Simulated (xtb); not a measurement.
H$_{4}$Si$_{2}$ (SMILES [SiH][SiH3]), singlet, at a GFN2-xTB geometry; GFN0-xTB run with xtb 6.7.1.

xtb was given this input:
```
$ xtb mol.xyz --gfn 0 --hess --json

# file mol.xyz
6

Si    -0.28890628     0.94648061     0.77145085
H      0.38260808     2.12232723     0.12965429
Si     0.20732861    -0.80767768    -0.59742707
H      0.99631510    -0.86130348    -1.84096251
H     -1.09168725    -1.38838644    -0.98924045
H      0.85485143    -1.81587820     0.26421584
```

Task: Predict the main parts of the log of this xtb run.

Result: 
```
   ID    Z sym.   atoms
    1   14 Si     1, 3
    2    1 H      2, 4-6

           -------------------------------------------------
          |                Calculation Setup                |
           -------------------------------------------------

           -------------------------------------------------
          |                 G F N 0 - x T B                 |
           -------------------------------------------------

          ...................................................
          :                      SETUP                      :
          :.................................................:
          :  # basis functions                  28          :
          :  # atomic orbitals                  26          :
          :  # shells                           14          :
          :  # electrons                        12          :
          :  electronic temp.          300.0000000     K    :
          :  accuracy                    1.0000000          :
          :  -> integral cutoff          0.2500000E+02      :
          :  -> integral neglect         0.1000000E-07      :
          ...................................................

         :::::::::::::::::::::::::::::::::::::::::::::::::::::
         ::                     SUMMARY                     ::
         :::::::::::::::::::::::::::::::::::::::::::::::::::::
         :: total energy              -5.777418738014 Eh    ::
         :: gradient norm              0.018310656569 Eh/a0 ::
         :: HOMO-LUMO gap              0.694816239277 eV    ::
         ::.................................................::
         :: H0 energy                 -5.787812073676 Eh    ::
         :: repulsion energy           0.053098392331 Eh    ::
         :: electrostat energy        -0.041640093098 Eh    ::
         :: -> Gsolv                   0.000000000000 Eh    ::
         ::    -> Gsasa                0.000000000000 Eh    ::
         ::    -> Gshift               0.000000000000 Eh    ::
         :: dispersion energy         -0.001064963570 Eh    ::
         :: short-range corr.          0.000000000000 Eh    ::
         :: add. restraining           0.000000000000 Eh    ::
         :: total charge              -0.000000000000 e     ::
         :::::::::::::::::::::::::::::::::::::::::::::::::::::

           -------------------------------------------------
          |                Numerical Hessian                |
           -------------------------------------------------
step length          :   0.00500
SCC accuracy         :   0.30000
Hessian scale factor :   1.00000
frozen atoms in %    :   0.00000    0
RMS gradient         :   0.01831 !! INCOMPLETELY OPTIMIZED GEOMETRY !!
estimated CPU  time      0.00 min

writing file <hessian>.

 projected vibrational frequencies (cm⁻¹)
eigval :       -0.00    -0.00    -0.00    -0.00     0.00     0.00
eigval :      269.59   319.52   411.09   493.42   495.97   766.43
eigval :      798.70   866.30  1554.12  1898.21  1908.04  1975.68
           -------------------------------------------------
          |                Property Printout                |
           -------------------------------------------------

    * Orbital Energies and Occupations

         #    Occupation            Energy/Eh            Energy/eV
      -------------------------------------------------------------
         1        2.0000           -0.6351976             -17.2846
         2        2.0000           -0.5638319             -15.3426
         3        2.0000           -0.4737803             -12.8922
         4        2.0000           -0.4720732             -12.8458
         5        2.0000           -0.4107375             -11.1767
         6        2.0000           -0.3382856              -9.2052 (HOMO)
         7        0.0000           -0.3127516              -8.5104 (LUMO)
         8                         -0.2684998              -7.3063
         9                         -0.2384106              -6.4875
[...]
   9: 33.34  10: 18.27  11:  0.91  12:  9.21  13: 11.02  14:  4.25  15:  0.10  16:  1.21
  17:  1.04  18:  1.96
 Raman intensities (Ä⁴*amu⁻¹)
   1:  0.00   2:  0.00   3:  0.00   4:  0.00   5:  0.00   6:  0.00   7:  0.00   8:  0.00
   9:  0.00  10:  0.00  11:  0.00  12:  0.00  13:  0.00  14:  0.00  15:  0.00  16:  0.00
  17:  0.00  18:  0.00
 output can be read by thermo (or use thermo option).
 writing <g98.out> molden fake output.
 recommended (thermochemical) frequency scaling factor: 1.0
           -------------------------------------------------
          |             Thermodynamic Functions             |
           -------------------------------------------------

cs  symmetry found (for desy threshold:  0.10E+00) used in thermo

          ...................................................
          :                      SETUP                      :
          :.................................................:
          :  # frequencies                          12      :
          :  # imaginary freq.                       0      :
          :  linear?                             false      :
          :  only rotor calc.                    false      :
          :  symmetry                               cs      :
          :  rotational number                       1      :
          :  scaling factor                  1.0000000      :
          :  rotor cutoff                   50.0000000 cm⁻¹ :
          :  imag. cutoff                  -20.0000000 cm⁻¹ :
          :.................................................:

    mode    ω/cm⁻¹     T·S(HO)/kcal·mol⁻¹    T·S(FR)/kcal·mol⁻¹   T·S(vib)
   ------------------------------------------------------------------------
       1    269.59    -0.47670 ( 99.88%)    -0.55712 (  0.12%)    -0.47680
   ------------------------------------------------------------------------

   temp. (K)  partition function   enthalpy   heat capacity  entropy
                                   cal/mol     cal/K/mol   cal/K/mol   J/K/mol
 298.15  VIB   2.62                 1158.303      9.352      5.798
         ROT  0.183E+05              888.752      2.981     22.480
         INT  0.478E+05             2047.055     12.332     28.278
         TR   0.452E+27             1481.254      4.968     38.188
         TOT                        3528.3090    17.3006    66.4656   278.0922

       T/K    H(0)-H(T)+PV         H(T)/Eh          T*S/Eh         G(T)/Eh
   ------------------------------------------------------------------------
    298.15    0.562272E-02    0.324073E-01    0.315800E-01    0.827331E-03
   ------------------------------------------------------------------------

         :::::::::::::::::::::::::::::::::::::::::::::::::::::
         ::                  THERMODYNAMIC                  ::
         :::::::::::::::::::::::::::::::::::::::::::::::::::::
         :: total free energy          -5.776591406634 Eh   ::
         ::.................................................::
         :: total energy               -5.777418738014 Eh   ::
         :: zero point energy           0.026784581372 Eh   ::
         :: G(RRHO) w/o ZPVE           -0.025957249993 Eh   ::
         :: G(RRHO) contrib.            0.000827331379 Eh   ::
         :::::::::::::::::::::::::::::::::::::::::::::::::::::

           -------------------------------------------------
          | TOTAL ENERGY               -5.777418738014 Eh   |
          | TOTAL ENTHALPY             -5.745011438276 Eh   |
          | TOTAL FREE ENERGY          -5.776591406634 Eh   |
          | GRADIENT NORM               0.018310656569 Eh/α |
          | HOMO-LUMO GAP               0.694816239277 eV   |
           -------------------------------------------------
########################################################################
[WARNING] Runtime exception occurred
-1- hessian_numhess: Hessian on incompletely optimized geometry!
########################################################################

normal termination of xtb
```
